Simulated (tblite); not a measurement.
Species: CH12OSSi5.
Cartesian coordinates in Å at the GFN2-xTB level; atoms count from 1:
```
atom  x, y, z in Å
C1     3.553    0.061    0.296
S2     2.157   -0.932    0.882
Si3    0.800   -0.647   -0.798
Si4    0.129    1.612   -0.771
Si5   -1.685    1.706    0.718
Si6   -2.385   -0.490    1.146
Si7   -1.101   -1.856   -0.257
O8    -1.752   -1.766   -1.766
H9     3.254    1.102    0.214
H10    4.348   -0.041    1.028
H11    3.887   -0.313   -0.667
H12    1.639   -1.080   -1.930
H13   -0.260    2.019   -2.129
H14    1.201    2.562   -0.429
H15   -1.328    2.429    1.946
H16   -2.762    2.533    0.152
H17   -2.234   -0.842    2.562
H18   -3.833   -0.634    0.908
H19   -1.027   -3.277    0.113
H20   -2.607   -2.135   -1.970
```

Computed with GFN2-xTB (tblite): harmonic, unscaled wavenumbers at the GFN2-xTB geometry, gas phase. The method is semi-empirical: single wavenumbers can be off by several per cent or more. Modes of hydrogen on silicon can be 10 to 20 % off. One conformer, not necessarily the lowest.

Harmonic wavenumbers (cm⁻¹): 30.8, 40.4, 57.2, 69.1, 99.3, 119.5, 143.4, 167.2, 181.0, 187.6, 214.5, 291.1, 320.8, 336.2, 360.5, 370.1, 384.5, 386.6, 413.8, 450.1, 467.6, 475.2, 502.8, 522.6, 533.7, 549.0, 585.4, 611.4, 615.8, 650.3, 675.4, 733.9, 803.6, 811.6, 818.0, 837.3, 843.1, 951.0, 959.2, 1326.8, 1458.3, 1464.2, 2113.2, 2131.5, 2138.9, 2147.9, 2165.6, 2175.4, 2188.3, 2207.9, 3020.3, 3025.0, 3051.9, 3661.2.

A = 891.7, B = 560.3, C = 456.2 MHz; mass 211.946 u (most abundant isotopes); point group C1, symmetry number 1.

Q: What is the zero-point energy?

A: Half the sum of the wavenumbers: 25924 cm⁻¹ = 310.11 kJ/mol.

Q: Entropy at 298.15 K, 1 bar (ideal gas, RRHO, classical rotation)?

A: Translation 175.66, rotation 132.31, vibration 232.02: S = 540.0 J/(mol K).

Q: And Cp and H(298.15 K) − H(0)?

A: Cp = 251.91 J/(mol K), of which vibrations give 218.65 (their classical limit is 54 R = 449.0); H(298.15 K) − H(0) = 45.29 kJ/mol without the zero-point energy, 35.38 from vibrations.

Q: What must be added to the electronic energy to get the Gibbs energy at 298.15 K and 1 bar?

A: ZPE + [H(298.15 K) − H(0)] − T·S = 310.11 + 45.29 − 161.00 = 194.40 kJ/mol.

Q: Which modes carry the vibrational entropy at 298.15 K?

A: 30.8 cm⁻¹: 24.17; 40.4 cm⁻¹: 21.92; 57.2 cm⁻¹: 19.04; 69.1 cm⁻¹: 17.48; 99.3 cm⁻¹: 14.51; 119.5 cm⁻¹: 13.01 J/(mol K); the other 48 give 121.88 together.

Hindered rotation and anharmonicity are outside this model. Other conformers, if any are populated, would add a mixing term that is left out. The structure is chiral; the term R ln 2 for an equal mix with its mirror image is left out.

Hardware: Arm Neoverse N1, one thread, no GPU, shared host. Cost: 2.8 s. The figure is for the frequency step alone.
